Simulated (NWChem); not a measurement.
Everything below was run with NWChem. System: CH3Li, charge 0, spin multiplicity 1, at a geometry optimised with PBE/def2-SVP. The structure started from a generated list of species. Level: CCSD(T)/def2-TZVP, 1 core orbitals frozen.

Input file:

```
start mol
memory heap 100 mb stack 700 mb global 1900 mb
geometry units angstroms nocenter noautoz
  Li     0.932629    -1.296165     0.000000
  C     -0.223810     0.311052     0.000000
  H     -0.900175     0.375330     0.885897
  H     -0.900175     0.375330    -0.885897
  H      0.345321     1.271524     0.000000
  symmetry group Cs
end
basis spherical
  * library def2-tzvp
end
scf
  rhf
  nopen 0
  maxiter 100
  thresh 1e-7
  semidirect memsize 60000000 filesize 0
end
tce
  freeze core 1
  ccsd(t)
  2eorb
  2emet 13
  thresh 1e-6
  maxiter 100
  tilesize 24
end
task tce energy
```

NWChem printed:

```
             Northwest Computational Chemistry Package (NWChem) 7.3.0
             --------------------------------------------------------

                                NWChem Input Module
                                -------------------

 Scaling coordinates for geometry "geometry" by  1.889725989
 (inverse scale =  0.529177249)

 Turning off AUTOSYM since
 SYMMETRY directive was detected!

                             Geometry "geometry" -> ""
                             -------------------------

 Output coordinates in angstroms (scale by  1.889725989 to convert to a.u.)

  No.       Tag          Charge          X              Y              Z
 ---- ---------------- ---------- -------------- -------------- --------------
    1 Li                   3.0000     0.93262900    -1.29616500     0.00000000
    2 C                    6.0000    -0.22381000     0.31105200     0.00000000
    3 H                    1.0000    -0.90017500     0.37533000     0.88589700
    4 H                    1.0000    -0.90017500     0.37533000    -0.88589700
    5 H                    1.0000     0.34532100     1.27152400     0.00000000

 Effective nuclear repulsion energy (a.u.)      16.0466072113

            Nuclear Dipole moment (a.u.)
            ----------------------------
        X                 Y               Z
 ---------------- ---------------- ----------------
    -0.0000037795     0.0000018897     0.0000000000

      Symmetry information
      --------------------

 Group name             Cs
 Group number              2
 Group order               2
 No. of unique centers     4

      Symmetry unique atoms

     1    2    3    5


 Summary of "ao basis" -> "" (spherical)
 ------------------------------------------------------------------------------
       Tag                 Description            Shells   Functions and Types
 ---------------- ------------------------------  ------  ---------------------
 *                         def2-tzvp                  on all atoms

 Summary of "ao basis" -> "ao basis" (spherical)
 ------------------------------------------------------------------------------
[...]
     T(0) DIIS level shift : 0.00D+00
     L(0) DIIS level shift : 0.00D+00
     T(1) DIIS level shift : 0.00D+00
     L(1) DIIS level shift : 0.00D+00
     T(R) DIIS level shift : 0.00D+00
     T(I) DIIS level shift : 0.00D+00
   CC-T/L Amplitude update :  5-th order DIIS
                I/O scheme : Global Array Library
        L-threshold :  0.10D-05
        EOM-threshold :  0.10D-05
 no EOMCCSD initial starts read in
 TCE RESTART OPTIONS
 SLICE:      F
 D4D5:       F
 quantumc:   F
 qrotation:  F
 pwtce:      F
 qducc:      F
 nacto:                         0
 nrotv:                         0
 nrot:                          0

            Memory Information
            ------------------
          Available GA space size is     249032831 doubles
          Available MA space size is     104853740 doubles

 Maximum block size supplied by input
 Maximum block size        24 doubles

 tile_dim =     19

 -------------------------------------------------
   1    alpha     a'     4 doubles       0       1
   2    alpha     a"     1 doubles       4       2
   3    beta      a'     4 doubles       5       1
   4    beta      a"     1 doubles       9       2
   5    alpha     a'    19 doubles      10       5
   6    alpha     a'    19 doubles      29       6
   7    alpha     a"    19 doubles      48       7
   8    beta      a'    19 doubles      67       5
   9    beta      a'    19 doubles      86       6
  10    beta      a"    19 doubles     105       7

 Global array virtual files algorithm will be used

 Parallel file system coherency ......... OK

 4-electron integrals stored in orbital form

 v2    file size   =          2084817
 4-index algorithm nr.  13 is used
 imaxsize =       30
 imaxsize ichop =        0


CCSD iterations
 ---------------------------------------------------------
 Iter          Residuum       Correlation     Cpu    Wall
 ---------------------------------------------------------
    1   0.1396061316625  -0.2280276308101     0.1     0.1
    2   0.0326417685891  -0.2448051772604     0.1     0.1
    3   0.0112650713776  -0.2488411410676     0.1     0.1
    4   0.0047114132211  -0.2498169701372     0.1     0.1
    5   0.0021723547683  -0.2501739457746     0.1     0.1
    6   0.0007423772108  -0.2503857498532     0.1     0.1
    7   0.0004792257134  -0.2504045780029     0.1     0.1
    8   0.0002836670409  -0.2504046906834     0.1     0.1
    9   0.0002079159422  -0.2504064445694     0.1     0.1
   10   0.0001363984503  -0.2504083878940     0.1     0.1
   11   0.0000214054475  -0.2504122043732     0.1     0.1
   12   0.0000085327223  -0.2504129615377     0.1     0.1
   13   0.0000044866082  -0.2504129617288     0.1     0.1
   14   0.0000022138176  -0.2504129602276     0.1     0.1
   15   0.0000013013899  -0.2504129445820     0.1     0.1
   16   0.0000004725006  -0.2504129214219     0.1     0.1
 -----------------------------------------------------------------
 Iterations converged
 CCSD correlation energy / hartree =        -0.250412921421894
 CCSD total energy / hartree       =       -47.285284759291144

 Singles contributions

 Doubles contributions
 CCSD(T)
 Using plain CCSD(T) code
             total no. of tasks           74
 total no. of tasks / no. procs           74
                         wl_min         6859           4.4
                         wl_max       438976           8.7
        thresh for no. of tasks           74

 CCSD[T]  correction energy / hartree =        -0.007720870417117
 CCSD[T] correlation energy / hartree =        -0.258133791839011
 CCSD[T] total energy / hartree       =       -47.293005629708261
 CCSD(T)  correction energy / hartree =        -0.007443498187212
 CCSD(T) correlation energy / hartree =        -0.257856419609106
 CCSD(T) total energy / hartree       =       -47.292728257478359

 Task  times  cpu:        6.9s     wall:        6.9s

 Total times  cpu:        6.9s     wall:        6.9s
```
